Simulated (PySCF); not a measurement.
Gas-phase thermal properties of MoO₂(OH)₂

Energies from PySCF (xtb for GFN2), thermal terms from the rigid-rotor harmonic-oscillator model, ideal gas at 1 bar. All species are closed-shell singlets. Mo: scalar-relativistic def2 core potential, no spin-orbit coupling. No R ln 2 is added for the mirror-image form of MoO₂(OH)₂. The harmonic model lacks anharmonicity and excited electronic states, which grow with temperature; levels with a mode under 35 cm⁻¹ are left out. Warning, point group unlike the PBE0 one: MoO₂(OH)₂ (GFN2-xTB).

| level | point group | σ | ZPE (kJ/mol) | S°298 (J/mol/K) | Cp298 (J/mol/K) | S°1000 (J/mol/K) | H1000 − H298 (kJ/mol) |
|---|---|---|---|---|---|---|---|
| GFN2-xTB | C2v | 2 | 77.0 | 338.9 | 108.1 | 492.0 | 90.8 |
| PBE/def2-SVP | C2 | 2 | 83.0 | 335.2 | 103.0 | 484.5 | 88.9 |
| PBE0/def2-TZVP | C2 | 2 | 87.1 | 330.5 | 100.5 | 477.8 | 87.9 |
σ: rotational symmetry number. Electronic degeneracy used: 1. Frequencies are unscaled.
